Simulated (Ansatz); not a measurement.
Z-matrix (Å, degrees):
```
C
C 1 1.519
H 1 1.092 2 111.3
H 1 1.094 2 111.2 3 119.9
H 1 1.092 2 111.1 3 -120.1
C 2 1.513 1 113.5 3 -59.9
H 2 1.095 1 110.1 3 180.0
H 2 1.094 1 110.7 3 62.7
O 6 1.436 2 111.8 1 60.1
H 6 1.091 2 111.0 1 -178.2
H 6 1.092 2 111.1 1 -56.1
C 9 1.335 6 116.6 2 85.3
O 12 1.203 9 124.5 6 0.9
C 12 1.505 9 110.9 6 -179.3
C 14 1.509 12 111.4 9 -178.9
H 14 1.093 12 108.7 9 -56.2
H 14 1.093 12 108.6 9 58.7
Cl 15 1.782 14 110.4 12 -179.7
H 15 1.088 14 111.6 12 -60.5
H 15 1.088 14 111.6 12 61.0
```

The species carries charge 0 and has multiplicity 1.

(1) List the B3LYP/def2-TZVPP orbital energies in eV (the Gaussian-basis code of Ansatz). (Estimate.)

## Answers

(1) Computed: Occupied: -2762.31, -521.95, -520.39, -280.59, -278.49, -278.48, -277.58, -277.01, -276.70, -257.03, -196.12, -195.88, -195.88, -30.57, -28.17, -23.64, -22.06, -21.11, -19.42, -17.74, -16.82, -15.16, -14.37, -13.94, -13.52, -12.97, -12.66, -11.83, -11.65, -11.40, -10.97, -10.58, -10.53, -10.02, -9.61, -9.48, -8.63, -8.37, -8.16, -7.88. Lowest empty: -0.17, 0.43, 0.95, 1.31, 1.60, 1.88, 2.14, 2.27.

B3LYP here is the variant with VWN-RPA as its local correlation; programs differ in this.
